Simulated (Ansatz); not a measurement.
Reaction (hydrogen abstraction from a Ga–H bond): `[F][GaH][Cl]` + H• → `[F][Ga][Cl]`• + H₂

Program: Ansatz. Geometries: PBE0-D4/def2-TZVP. ΔE: electronic, gas phase. CCSD(T)/CBS adds triple-zeta CCSD(T) − MP2 to the extrapolated MP2 energy (def2 sets, frozen cores). This one scheme is used for every species, atoms too. DFT in def2-TZVPP. No spin–orbit coupling; open shells (•) take unrestricted orbitals. For Ga outer-core shells are correlated without core-valence functions, so the limit isn't a true one: a few kJ/mol of doubt a bond, and 10 to 20 or more in all where bonds break to atoms. Scalar relativity is left out up to krypton.

`[F][GaH][Cl]`:

```xyz
4

F     0.607   -1.168   -1.112
Ga    0.118   -0.017    0.104
Cl   -1.692    0.986   -0.365
H     0.966    0.199    1.373
```

`[F][Ga][Cl]`•:

```xyz
3

F    -1.288   -0.600   -0.809
Ga    0.152   -0.638    0.198
Cl    1.136    1.237    0.611
```

H₂:

```xyz
2

H    -0.322   -0.148    0.115
H     0.322    0.148   -0.115
```

```csv
level,ΔE (kJ/mol)
BLYP,-135.6
r2SCAN,-116.3
HF/def2-TZVPP,-83.7
HF/CBS(def2),-84.4
```

(1) What does CCSD(T)/CBS give? (Best estimate.)

Largest T1 diagnostic among the species: 0.016.

Answers

(1) The calculation gave: -101.2 kJ/mol. The listed levels differ from it by -34.4, -15.1, 17.5, 16.8 kJ/mol.

From r2SCAN to r2SCAN0 (25 % exact exchange), in def2-TZVPP and without D4, ΔE moves by +4.3 kJ/mol. Leaving LDA and LC-ωPBE aside and taking each functional with its dispersion term where it has one, the values, not all of them listed here, spread over 35.6 kJ/mol, from BLYP-D4 to PBE-QIDH. LDA lies +8.4 kJ/mol from PBE without D4. At CCSD(T), def2-SVP lies +8.8 kJ/mol from the extrapolated value and def2-TZVPP −2.4 kJ/mol.
